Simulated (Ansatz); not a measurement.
Consider the homolysis of the N–Si bond: `C[Si](F)(F)N=C=O` → `[N]=C=O`• + `C[Si](F)F`•.

Isolated molecules relaxed with PBE0-D4/def2-TZVP in Ansatz; ΔE leaves out vibrations. CBS: MP2 limit from def2 TZ/QZ plus the TZ coupled-cluster correction, frozen cores. This one scheme is used for every species. DFT in def2-TZVPP. B3LYP here is the variant with VWN-RPA as its local correlation; programs differ in this. Open shells (•) are unrestricted, without spin–orbit coupling. One conformer a species, not always the lowest.

**Question.** What is ΔE at CCSD(T)/CBS? (Best estimate.)

**Answer.** Computed: +5.74 eV.

**Question.** What do these levels give: LDA (SPW92), B3LYP-D4, r2SCAN0-D4, BHLYP-D4, r2SCAN, PBE0, r2SCANh, BHLYP, CCSD/def2-SVP, CCSD/def2-TZVPP, SCS-MP2/def2-QZVPP, CCSD/CBS(def2)? (An estimate is asked.)

**Answer.** Computed: LDA (SPW92) 6.17, B3LYP-D4 5.48, r2SCAN0-D4 5.53, BHLYP-D4 5.58, r2SCAN 5.43, PBE0 5.47, r2SCANh 5.46, BHLYP 5.47, CCSD/def2-SVP 5.42, CCSD/def2-TZVPP 5.52, SCS-MP2/def2-QZVPP 6.12, CCSD/CBS(def2) 5.67 eV.

Largest T1 diagnostic among the species: 0.026.

From r2SCAN to r2SCAN0 (25 % exact exchange), in def2-TZVPP and without D4, ΔE moves by +0.07 eV. The D4 term adds +0.14 eV with B3LYP and +0.08 eV with PBE0; it sums over pairs of atoms, weighted by their polarisabilities, and B3LYP, whose exchange is more repulsive, gets the larger term. In def2-TZVPP, CCSD(T) changes the Hartree–Fock value by +0.96 eV (the triples alone add +0.07 eV) and MP2 by +1.50 eV; breaking electron pairs costs correlation energy, which Hartree–Fock lacks.
